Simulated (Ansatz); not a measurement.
A search over several starts for the lowest SCF solution of In₂Ga⁻ at the given spin, in a small basis.

```yaml
crystal:
  periodic: [false, false, false]
  atoms:
    - {symbol: Ga, position_ang: [1.062434, 0.692568, -0.733237]}
    - {symbol: In, position_ang: [-0.515440, 0.709054, 1.386206]}
    - {symbol: In, position_ang: [-0.546994, -1.401623, -0.652969]}
basis:
  gaussian: {orbitals: def2-SVP, initial_orbitals: start.molden}
total_charge: -1
hamiltonian: {xc: pbe0, dispersion: d4}
output: {orbitals: {seedname: orbitals}}
```

The file start.molden holds the orbitals of an earlier run on this structure, at another level or in another basis.

```sh
$ ansatz run in.yaml --threads 4 --pin off --events-out ev --progress --plain --max-ram 3916MiB
```

Output, abridged:

```
Functional definition: PBE0
997 factors; integrals over basis functions are off by at most 3.4e-4 eV
mean field evaluation 1: about -62713.1744 eV, gradient 4.4e1 eV
mean field evaluation 2: about -62713.5226 eV, gradient 4.8e-1 eV
mean field evaluation 4: about -62713.5350 eV, gradient 2.2e-3 eV
mean field evaluation 8: about -62712.9792 eV, gradient 2.0e1 eV
mean field evaluation 16: about -62713.5350 eV, gradient 1.7e-2 eV
mean field -62713.53496668 eV, -2304.6799012648 hartree, gradient 2.4e-5 eV, S^2 0.000000; 2 other end points of the search recorded, 0 dependent functions left out
reference -62713.53498677 eV, -2304.6799020031 hartree; 37, 37 occupied and 47, 47 virtual orbitals, 997 factors
Total energy: -62713.63384191 eV, -2304.6835348622 hartree
```

Run time 0.75 s (4 threads of AMD EPYC 9R45 on a shared host).

In the def2 sets In takes a core potential; there is no spin–orbit coupling. The restricted singlet is unstable towards broken spin symmetry at other levels; at PBE0-D4/def2-SVP this wasn't settled. The geometry of the singlet was relaxed on an unsound state (restricted singlet, unstable towards broken spin symmetry). At PBE0-D4/def2-TZVPD a triplet of charge -1 lies 0.08 eV below the restricted singlet, each at its own geometry. The structure comes from a short search, and lower isomers may exist.
